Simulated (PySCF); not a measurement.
System: C4H3ISe, charge 0, multiplicity 1. SMILES: Ic1cc[se]c1
Geometry: optimised at B3LYP-D3(BJ)/def2-TZVP (Ansatz).

Dispersion corrections to the total energy (kcal/mol) from the dftd3 and dftd4 libraries through PySCF: D3(BJ) without and D4 with the three-body term, each with the damping fitted for the functional named.

```json
[
 {"functional": "revPBE", "D3(BJ)": "[?]", "D4": "-22.43"},
 {"functional": "TPSSh", "D3(BJ)": "-9.10", "D4": "-9.70"},
 {"functional": "PW6B95", "D3(BJ)": "-4.59", "D4": "[?]"},
 {"functional": "BLYP", "D3(BJ)": "-16.82", "D4": "-17.38"},
 {"functional": "B3LYP", "D3(BJ)": "[?]", "D4": "-13.00"},
 {"functional": "TPSS", "D3(BJ)": "-9.72", "D4": "-10.72"},
 {"functional": "CAM-B3LYP", "D3(BJ)": "-6.71", "D4": "-6.98"}
]
```

**Question.** Some entries are withheld; supply them.

**Answer.** 
- revPBE, D3(BJ): -17.92
- PW6B95, D4: -6.63
- B3LYP, D3(BJ): -13.90
